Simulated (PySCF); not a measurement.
# Checking a proposed structure

A compound C₃H₃BrO₂ gives the data below (simulated from a calculation) and was assigned the structure `C=C(Br)OC=O`.

¹³C{¹H} NMR (computed): δ 166.3 (C), 156.3 (CH), 133.3 (CH).

¹H NMR (400 MHz, computed): δ 7.78 (d, J = 15.7 Hz, 1H), 6.43 (d, J = 15.7 Hz, 1H), 5.63 (br s, 1H).

PySCF 2.14.0 with density-fitted response routines calculation with structure optimised with PBE0-D3(BJ)/def2-SVP, couplings computed with B3LYP/pcJ-1 (pcSseg-1 on Br) and σ from GIAO-PBE0/pcSseg-1; one computed conformer, relativity neglected, in vacuum.

Referencing at the same level of theory: ¹H (σref 31.27), ¹³C (σref 184.41) against TMS.

**Question.** Compare with the shifts computed for the proposed structure, pairing carbons in order of shift.

**Answer.** Atom-mapped SMILES (the numbers label the heavy atoms): `[CH2:1]=[C:2]([Br:3])[O:4][CH:5]=[O:6]`; H(Xn) means a hydrogen on atom n.

```json
{"atom": "C5", "computed for proposal": "160.2", "given list": "166.3", "difference": "-6.1"}
{"atom": "C2", "computed for proposal": "153.9", "given list": "156.3", "difference": "-2.4"}
{"atom": "C1", "computed for proposal": "113.9", "given list": "133.3", "difference": "-19.4"}
```

The rms difference is 11.8 ppm and the largest -19.4 ppm at C1 (β carbon of an enol-ether or enamine type C=C). The carbon types in order of shift don't match either: CH, C, CH2 for the proposal against C, CH, CH in the data. The proposal doesn't fit.

**Question.** Which isomer fits?

**Answer.** `O=C(O)/C=C/Br`.

- Carbon types of the structure: 1 × C, 2 × CH, leaving 1 H on heteroatoms.
- δC 166.3: carboxylic acid carbon; lone-pair donation from the attached heteroatom keeps it upfield of a ketone carbonyl.
- δC 156.3: β carbon of a C=C–C=O unit; conjugation with the carbonyl draws π density from the β position.
- δC 133.3: α carbon of a C=C–C=O unit; the olefinic region.
- δH 7.78: hydrogen on a β carbon of a C=C–C=O unit; a vinylic proton, deshielded by the sp2 carbon and the C=C anisotropy.
- The protons at 6.43 and 7.78 share a coupling of 15.7 Hz (vicinal, trans across C=C).

The data come from this structure; uniqueness wasn't tested.

The calculation has no spin–orbit term, so carbons bonded to Br come out too deshielded (the heavy-atom effect is absent). The OH or NH signal is concentration- and solvent-dependent in practice; the value given is the gas-phase one. Splittings below 1 Hz are ignored in the labels, and close J values are merged. Unscaled 3J(H,H) at this level run about 10 % above measured values. Shifts are as computed. Against solution values, carbons near 30 ppm lie about +2 ppm off and those near 130 ppm about +5 ppm; carbons on Br a further +13 ppm. Of 1211 compounds with measured shifts, 218 miss one by over three times the rms of a fit or turn the order of signals round; such compounds aren't used in these exercises. Hydrogen bonding in solution deshields acid and N–H amide carbonyl carbons by as much as 10 ppm beyond these values.
